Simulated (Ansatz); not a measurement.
One geometry of Ge(NMe2)H3 (C₂H₉GeN), several levels of theory.

```yaml
crystal:
  periodic: [false, false, false]
  atoms:
    - {symbol: Ge, position_ang: [-0.023869, -0.047426, -1.703235]}
    - {symbol: N, position_ang: [0.158574, 0.290437, 0.114545]}
    - {symbol: C, position_ang: [1.093696, -0.526288, 0.862769]}
    - {symbol: C, position_ang: [-1.035304, 0.636916, 0.860165]}
    - {symbol: H, position_ang: [1.402811, -0.000741, 1.796121]}
    - {symbol: H, position_ang: [2.013570, -0.711939, 0.270676]}
    - {symbol: H, position_ang: [0.685036, -1.523625, 1.174740]}
    - {symbol: H, position_ang: [-1.687363, 1.310080, 0.266128]}
    - {symbol: H, position_ang: [-1.654390, -0.245451, 1.171891]}
    - {symbol: H, position_ang: [-0.761812, 1.181946, 1.793463]}
    - {symbol: H, position_ang: [1.410873, -0.101907, -2.287626]}
    - {symbol: H, position_ang: [-0.843197, 1.130242, -2.290408]}
    - {symbol: H, position_ang: [-0.758602, -1.392245, -2.029230]}
basis:
  gaussian: {orbitals: def2-TZVP, initial_orbitals: start.molden}
hamiltonian: {xc: {name: wB97X-V}}
scf: {omitted_lower_state_checks: [starts]}
output: {orbitals: {seedname: orbitals}}
```

The file start.molden holds the orbitals of an earlier run on this structure, at another level or in another basis.

```sh
$ ansatz run in.yaml --threads 4 --pin off --events-out ev --progress --plain --max-ram 3916MiB
```

Output, abridged:

```
Functional definition: wB97X-V
1300 factors; their error is unknown
361 factors; integrals over basis functions are off by at most 7.5e-6 eV
mean field evaluation 1: about -60223.5806 eV, gradient 7.7e0 eV
mean field evaluation 2: about -60223.6361 eV, gradient 8.1e-2 eV
mean field evaluation 4: about -60223.8068 eV, gradient 2.3e-4 eV
mean field -60223.80681378 eV, -2213.1840792441 hartree, gradient 1.6e-5 eV, S^2 0.000000; 0 other end points of the search recorded, 0 dependent functions left out
reference -60223.80681160 eV, -2213.1840791638 hartree; 30, 30 occupied and 165, 165 virtual orbitals, 1300 factors
Total energy: -60223.80681160 eV, -2213.1840791638 hartree
Checks for a lower state left out: starts
```

Hardware: 4 threads of Intel Xeon on a shared host. Wall time 10 s, peak host memory 0.61 GiB.

The first input with `hamiltonian: {xc: pbe, dispersion: d4}` (abridged; 2.3 s):

```
Functional definition: PBE
mean field -60216.23680561 eV, -2212.9058865748 hartree, gradient 2.0e-5 eV, S^2 0.000000
Total energy: -60216.48772528 eV, -2212.9151077026 hartree
Checks for a lower state left out: starts
```

Geometry: PBE-D4/def2-SVP.
